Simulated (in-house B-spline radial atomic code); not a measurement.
## KLI/ALDAx excitations of Li+

Method: KLI/ALDAx. Computed with a B-spline radial code for spherical atoms: linear response of the closed shell 1s2 with the adiabatic LDA exchange kernel on the exchange-only KLI potential; scalar-relativistic (spin-free one-electron X2C), finite nucleus, no spin-orbit coupling, no double excitations, S, P, D and F terms only.

Command:
```bash
python run_td.py task.json out
```
Settings (radii: box in bohr, nucleus in fm):
```
Z                        3
electrons                2
configuration            1s2
hamiltonian              x2c
method                   kli
box_radius               41.61
rms_radius               2.444
intervals                113
```

Cost of the run: 0.5 s on 1 thread of Arm Neoverse N1, on a shared host.

The lowest states, in the order of their Tamm-Dancoff energies; the method's threshold (minus the highest occupied level) is 75.99 eV. Labels give the largest channel, * marks a mixed state, and oscillator strengths are full-response dipole values. Measured ¹D terms are left out, since they can mix with doubly excited terms. Semilocal kernels can invert the small singlet-triplet splittings of Rydberg terms. Energies in eV:

| state | full response | Tamm-Dancoff | oscillator strength | measured (J-weighted term) |
| --- | --- | --- | --- | --- |
| 1s → 2s 3S | 59.34 | 59.37 | - | 59.021 |
| 1s → 2p 3P | 61.07 | 61.10 | - | 61.281 |
| 1s → 2s 1S | 61.53 | 61.60 | - | - |
| 1s → 2p 1P | ? | ? | ? | ? |
| 1s → 3s 3S | 69.14 | 69.15 | - | 68.781 |
| 1s → 3p 3P | 69.62 | 69.62 | - | 69.369 |
| 1s → 3s 1S | 69.70 | 69.72 | - | 69.279 |
| 1s → 3d 3D | 69.87 | 69.87 | - | - |
| 1s → 3d 1D | 69.88 | 69.88 | - | - |
| 1s → 3p 1P | 69.97 | 69.98 | 0.108 | 69.648 |
| 1s → 4s 3S | 72.26 | 72.26 | - | - |
| 1s → 4p 3P | 72.45 | 72.46 | - | - |
| 1s → 4s 1S | 72.49 | 72.50 | - | - |
| 1s → 4d 3D | 72.55 | 72.55 | - | - |
| 1s → 4d 1D | 72.56 | 72.56 | - | - |
| 1s → 4f 3F | 72.58 | 72.58 | - | - |
| 1s → 4f 1F | 72.58 | 72.58 | - | - |
| 1s → 4p 1P | ? | ? | ? | - |

Problem. Where does 1s → 2p 1P lie?

Solution. At 62.39 eV in full response, 62.41 eV in Tamm-Dancoff, oscillator strength 0.455; measured 62.216 eV.

Problem. Where does 1s → 4p 1P lie?

Solution. At 72.60 eV in full response, 72.61 eV in Tamm-Dancoff, oscillator strength 0.0428.

Problem. How large is the singlet-triplet splitting of 1s → 2s (S terms) in Tamm-Dancoff?

Solution. 2.23 eV, from the unrounded values.

Problem. What polarisabilities and dispersion coefficient does the method give?

Solution. Dipole 0.1904 bohr³, quadrupole 0.1148 bohr⁵, C6 0.07697 hartree·bohr⁶ for two such species.
